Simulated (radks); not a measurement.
Values are calculated unless marked as measured or tabulated.
Valence configurations of the sulfur ion S2+ (all share [Ne]). Level of theory: non-relativistic Kohn-Sham, PBEsol, spin-polarised, spherical densities, point nucleus; open shells are filled with parallel spins first (a radial shooting solver on a logarithmic mesh with Libxc functionals). Order these by energy: 3s1.5 3p2.5; 3s1 3p3; 3s0.5 3p3.5; 3p4; 3s2 3p2.

Answer. From the lowest, in eV above it: 3s2 3p2 0.000; 3s1.5 3p2.5 3.897; 3s1 3p3 6.984; 3s0.5 3p3.5 15.181; 3p4 22.573. NIST lists [Ne] 3s2 3p2 as the ground configuration; this level of theory agrees among the configurations tried. The energies are those of spherical high-spin densities, not of single terms.
